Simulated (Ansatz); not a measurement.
Ansatz (a program for electronic structure) input:

Ansatz 0.2 input:
```yaml
crystal:
  periodic: [false, false, false]
  atoms:
    - {symbol: Be, position_ang: [0.00000000, 0.00000000, 0.00000000]}
    - {symbol: F, position_ang: [0.00000000, 0.00000000, 1.43900728]}
    - {symbol: F, position_ang: [-0.00000000, -0.00000000, -1.43900728]}
basis:
  gaussian:
    orbitals: def2-SVP
total_charge: 1
magnetization: {spin_polarized: true, initial_magnetization: 1}
correlation: {method: ccsdt, electrons: outside_noble_gas}
```

**Question.** What final total energy does it print?

**Answer.** -213.34990 Eh (CCSDT/def2-SVP). The basis has 37 functions.

The program attaches cautions to this result: other roots.

The determinant is spin-contaminated: <S^2> is 0.86 against 0.75 for a pure state.
